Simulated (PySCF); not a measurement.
Field gradients from PBE0/pcSseg-1 densities (PySCF, non-relativistic) at GFN2-xTB geometries, isolated species, one conformer each; χzz is the principal value of largest magnitude, with Q(14N) = 0.02044 b, Q(17O) = −0.0256 b, Q(35Cl) = −0.0817 b. GFN2-xTB bond lengths can be off by several hundredths of an ångström, more for odd bonds, and the gradients follow them. With so small a basis the couplings can be 20 % off.

Problem. These 14N couplings (χzz in MHz, η) are listed in rising order: (-5.967, 0.04); (-5.520, 0.12); (-5.236, 0.33); (-4.970, 0.06). Assign them to: the silicon-bound nitrogen of `CN[SiH2][C@@H](F)[C@@H](C)F`; the nitrogen bonded to 2 C and P of `C=P1(N(C)C)C=C1`; the primary amine nitrogen of `NC[C@H](C[SiH3])C(F)F`; the nitrogen bonded to 2 C and H of `CC(C)(C)NC#P`.

Solution. -5.967 MHz, η 0.04: the nitrogen bonded to 2 C and P of `C=P1(N(C)C)C=C1`; -5.520 MHz, η 0.12: the primary amine nitrogen of `NC[C@H](C[SiH3])C(F)F`; -5.236 MHz, η 0.33: the silicon-bound nitrogen of `CN[SiH2][C@@H](F)[C@@H](C)F`; -4.970 MHz, η 0.06: the nitrogen bonded to 2 C and H of `CC(C)(C)NC#P`.

Problem. Rank these 17O sites by the size of the quadrupole coupling, smallest first.
A. O8 (sulfonyl oxygen) in `[CH3:1][C@@H:2]([F:3])[C@H:4]([CH3:5])[S:6](=[O:7])(=[O:8])[Cl:9]`
B. The sulfonyl oxygen of `CS(=O)(=O)c1ccc(Cl)s1`
C. The furan-type oxygen of `Cc1oc(Cl)cp1`

Solution. A (7.618 MHz), B (8.055 MHz), C (8.949 MHz).

Problem. These 35Cl couplings (χzz in MHz, η) are listed in rising order: (-78.75, 0.06); (-69.30, 0.08); (-40.91, 0.03). Assign them to: the aryl chlorine of `Cc1oc(Cl)cp1`; the chlorine bonded to S of `C[C@@H](F)[C@H](C)S(=O)(=O)Cl`; the silicon-bound chlorine of `FC[Si@@H](Cl)/C(F)=C/[SiH3]`.

Solution. -78.75 MHz, η 0.06: the aryl chlorine of `Cc1oc(Cl)cp1`; -69.30 MHz, η 0.08: the chlorine bonded to S of `C[C@@H](F)[C@H](C)S(=O)(=O)Cl`; -40.91 MHz, η 0.03: the silicon-bound chlorine of `FC[Si@@H](Cl)/C(F)=C/[SiH3]`.

All sites together:

```tsv
nucleus	site	Vzz (au)	η	χzz (MHz)
14N	the silicon-bound nitrogen of CN[SiH2][C@@H](F)[C@@H](C)F	-1.090	0.33	-5.236
14N	the nitrogen bonded to 2 C and P of C=P1(N(C)C)C=C1	-1.242	0.04	-5.967
14N	the primary amine nitrogen of NC[C@H](C[SiH3])C(F)F	-1.149	0.12	-5.520
14N	the nitrogen bonded to 2 C and H of CC(C)(C)NC#P	-1.035	0.06	-4.970
17O	O8 (sulfonyl oxygen) in [CH3:1][C@@H:2]([F:3])[C@H:4]([CH3:5])[S:6](=[O:7])(=[O:8])[Cl:9]	1.266	0.28	-7.618
17O	the sulfonyl oxygen of CS(=O)(=O)c1ccc(Cl)s1	1.339	0.12	-8.055
17O	the furan-type oxygen of Cc1oc(Cl)cp1	1.488	0.02	-8.949
35Cl	the aryl chlorine of Cc1oc(Cl)cp1	4.102	0.06	-78.75
35Cl	the chlorine bonded to S of C[C@@H](F)[C@H](C)S(=O)(=O)Cl	3.610	0.08	-69.30
35Cl	the silicon-bound chlorine of FC[Si@@H](Cl)/C(F)=C/[SiH3]	2.131	0.03	-40.91
```
